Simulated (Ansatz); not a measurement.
`Br[SiH2]Br` + HCl → `Cl[SiH2]Br` + HBr  (ligand exchange at the Si–Br bond)

Gas-phase electronic energies from Ansatz, PBE0-D4/def2-TZVP geometries. CCSD(T)/CBS is the MP2 limit (def2-TZVPP, def2-QZVPP) plus CCSD(T) − MP2 in def2-TZVPP, frozen cores. This one scheme is used for every species. Functionals use def2-TZVPP. B3LYP here is the variant with VWN-RPA as its local correlation; programs differ in this. HSE06 is defined as in plane-wave codes. For Br outer-core shells are correlated without core-valence functions, which leaves a few kJ/mol of doubt a bond. Scalar relativity is left out up to krypton.

```
             level  ΔE (kJ/mol)  difference from CCSD(T)/CBS
       LDA (SPW92)         -4.2                         -2.3
            PBE-D4         -2.9                         -1.0
         revPBE-D4         -3.3                         -1.4
           BLYP-D4         -5.5                         -3.6
         r2SCAN-D4         -4.5                         -2.6
            B97M-V         -7.8                         -5.9
           PBE0-D4         -2.4                         -0.5
          B3LYP-D4         -4.8                         -2.9
        r2SCANh-D4         -4.1                         -2.2
          HSE06-D4         -2.3                         -0.4
          BHLYP-D4         -3.9                         -2.0
      CAM-B3LYP-D4         -6.4                         -4.5
           ωB97X-V         -4.9                         -3.0
           ωB97M-V         -4.8                         -2.9
            B2PLYP         -5.2                         -3.3
          PBE-QIDH         -2.6                         -0.7
            revPBE         -3.5                         -1.6
              BLYP         -6.8                         -4.9
            r2SCAN         -4.6                         -2.7
              PBE0         -3.1                         -1.2
             B3LYP         -6.1                         -4.2
           r2SCANh         -4.3                         -2.4
           r2SCAN0         -3.8                         -1.9
             HSE06         -3.0                         -1.1
             BHLYP         -6.0                         -4.1
         CAM-B3LYP         -7.2                         -5.3
           LC-ωPBE         -4.6                         -2.7
RPA@PBE/def2-TZVPP         -4.4                         -2.5
       HF/def2-SVP         -8.7                         -6.8
      MP2/def2-SVP         -4.7                         -2.8
     CCSD/def2-SVP         -7.1                         -5.2
  CCSD(T)/def2-SVP         -7.0                         -5.1
    MP2/def2-TZVPP         -2.6                         -0.7
CCSD(T)/def2-TZVPP         -3.7                         -1.8
     HF/def2-QZVPP         -6.1                         -4.2
    MP2/def2-QZVPP         -1.7                          0.2
SCS-MP2/def2-QZVPP         -3.3                         -1.4
      HF/CBS(def2)         -6.2                         -4.3
     MP2/CBS(def2)         -0.8                          1.1
    CCSD/CBS(def2)         -2.0                         -0.1
       CCSD(T)/CBS         -1.9                            0
```

Task: What do rigid-rotor, harmonic-oscillator terms from PBE0-D4/def2-TZVP frequencies (298.15 K, 1 bar) make of the CCSD(T)/CBS value? (An estimate is asked.)

Result: The calculation gave: ΔZPE = -0.6 kJ/mol, ΔH = -3.0 kJ/mol, ΔS = 6 J/(mol·K), ΔG = -4.7 kJ/mol.

Largest T1 diagnostic among the species: 0.008.

Leaving LDA and LC-ωPBE aside and taking each functional with its dispersion term where it has one, the values spread over 5.5 kJ/mol, from B97M-V to HSE06-D4. At CCSD(T), def2-SVP lies −5.1 kJ/mol from the extrapolated value and def2-TZVPP −1.8 kJ/mol.
